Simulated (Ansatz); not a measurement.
C₄H₁₀F₂Si⁺, that is SiEt2F2 with one electron fewer. Total charge 1; doublet. Geometry PBE0-D4/def2-SVP; atoms count from 1.

```xyz
17

Si   -0.2137   -0.4615   -0.0066
C    -0.1824    0.8062    1.4615
C    -0.9966    0.1510    2.5475
H    -0.6098    1.7325    1.0463
H     0.8887    0.9328    1.6865
H    -0.9702    0.8689    3.3993
H    -2.0550    0.0113    2.2857
H    -0.5673   -0.7908    2.9181
C     0.7802    0.4025   -1.4311
C     0.7634   -0.5916   -2.5638
H     1.7718    0.6045   -0.9958
H     0.2342    1.3405   -1.6194
H     1.3306   -0.0990   -3.3869
H     1.2881   -1.5308   -2.3383
H    -0.2419   -0.8004   -2.9565
F    -1.7094   -0.7520   -0.4676
F     0.4894   -1.8241    0.4212
```

(1) Estimate the Mulliken populations from the PBE0/def2-TZVP orbitals of Ansatz.

(2) Where does the spin sit?

(3) And the Mayer bond orders between heavy atoms (over 0.3)?

Answers

(1) 
| atom | charge (e) | spin (α − β) |
| --- | --- | --- |
| Si1 | 0.79 | 0.13 |
| C2 | -0.25 | 0.30 |
| C3 | -0.39 | 0.04 |
| H4 | 0.19 | 0.00 |
| H5 | 0.19 | 0.00 |
| H6 | 0.21 | 0.07 |
| H7 | 0.19 | 0.00 |
| H8 | 0.19 | 0.00 |
| C9 | -0.25 | 0.30 |
| C10 | -0.39 | 0.04 |
| H11 | 0.19 | 0.00 |
| H12 | 0.19 | 0.00 |
| H13 | 0.21 | 0.07 |
| H14 | 0.19 | 0.00 |
| H15 | 0.19 | 0.00 |
| F16 | -0.23 | 0.01 |
| F17 | -0.23 | 0.01 |
Mulliken values depend strongly on the basis.

(2) Summed by element: Si 0.13, C 0.69, H 0.15, F 0.03, of 1 unpaired in all. Largest on single atoms: C9 0.30, C2 0.30, Si1 0.13.

(3) Si1–C2 0.84 (1.94 Å); Si1–C9 0.84 (1.94 Å); Si1–F16 1.20 (1.59 Å); Si1–F17 1.20 (1.59 Å); C2–C3 1.04 (1.51 Å); C9–C10 1.04 (1.51 Å).
